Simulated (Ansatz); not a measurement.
Start from `CC(C)[O][InH2]` and change one atom or group to get `COC(C)C`.

Ansatz, PBE0-D4/def2-TZVP geometries, multiplicity 1. Each molecule was computed in one conformer, which needn't be the lowest.

Elements past krypton have def2 core potentials.

```json
{"property": "HOMO–LUMO gap (B3LYP/def2-TZVPP) / eV", "`CC(C)[O][InH2]`": "5.30"}
{"property": "HOMO–LUMO gap (ωB97M-V/def2-TZVPP) / eV", "`CC(C)[O][InH2]`": "9.58"}
{"property": "HOMO–LUMO gap (PBE0/def2-TZVPP) / eV", "`CC(C)[O][InH2]`": "5.79"}
{"property": "HOMO energy (PBE/def2-TZVPP) / eV", "`CC(C)[O][InH2]`": "-5.94"}
{"property": "HOMO energy (ωB97M-V/def2-TZVPP) / eV", "`CC(C)[O][InH2]`": "-9.69"}
{"property": "LUMO energy (B3LYP/def2-TZVPP) / eV", "`CC(C)[O][InH2]`": "-1.80"}
```

What does the change do to each property? (An estimate is asked.)

The calculation gave: 
```json
{"property": "HOMO–LUMO gap (B3LYP/def2-TZVPP) / eV", "`COC(C)C`": "8.02", "shift": "2.72"}
{"property": "HOMO–LUMO gap (ωB97M-V/def2-TZVPP) / eV", "`COC(C)C`": "12.45", "shift": "2.87"}
{"property": "HOMO–LUMO gap (PBE0/def2-TZVPP) / eV", "`COC(C)C`": "8.58", "shift": "2.79"}
{"property": "HOMO energy (PBE/def2-TZVPP) / eV", "`COC(C)C`": "-5.73", "shift": "0.21"}
{"property": "HOMO energy (ωB97M-V/def2-TZVPP) / eV", "`COC(C)C`": "-9.72", "shift": "-0.03"}
{"property": "LUMO energy (B3LYP/def2-TZVPP) / eV", "`COC(C)C`": "0.94", "shift": "2.74"}
```

The zero-point energy changes by 70.5 kJ/mol with +3 modes.

B3LYP here is the variant with VWN-RPA as its local correlation; programs differ in this.
